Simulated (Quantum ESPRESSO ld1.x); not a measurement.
Q: Ru V, configuration [Ar] 3d10 4s1 4p6 4d4 5d1 (not the ground configuration). Calculated with ld1.x of Quantum ESPRESSO 7.5: scalar-relativistic Kohn-Sham, LDA (Slater exchange, Perdew-Zunger correlation), spin-polarised, spherical densities, point nucleus; open shells are filled with parallel spins first. Some entries of the table are withheld. Estimate them.

orbital  occ.  eigenvalue (hartree)  <1/r> (bohr^-1)
1s up       1              -807.574            45.83
1s down     1              -807.562            45.82
2s up       1              -118.234            10.36
2s down     1              -118.196            10.36
2p up       3              -106.219            10.05
2p down     3              -106.188            10.05
3s up       1              -22.7826            3.591
3s down     1              -22.7489            3.592
3p up       3              -18.8358            3.422
3p down     3              -18.7996            3.424
3d up       5              -12.4686            3.197
3d down     5              -12.4245            3.199
4s up       1              -5.11301            1.387
4s down     0              -4.94070            1.390
4p up       3              -3.96824            1.260
4p down     3              -3.79583            1.259
4d up       4              -2.27899            1.011
4d down     0              -2.11650            1.000
5s up       0              -1.65280           0.5859
5s down     0              -1.55044           0.5769
5p up       0              -1.34200           0.5169
5p down     0              -1.24792           0.5071
5d up       1              -0.90818           0.4063
4f up       0              -0.87524           0.5246
5d down     0              -0.83106           0.3912
4f down     0              -0.76764           0.4839
6d up       0                   (1)           0.2401
6d down     0                   (2)           0.2291

A: 
(1) 6d up eigenvalue (hartree): -0.49048
(2) 6d down eigenvalue (hartree): -0.46449
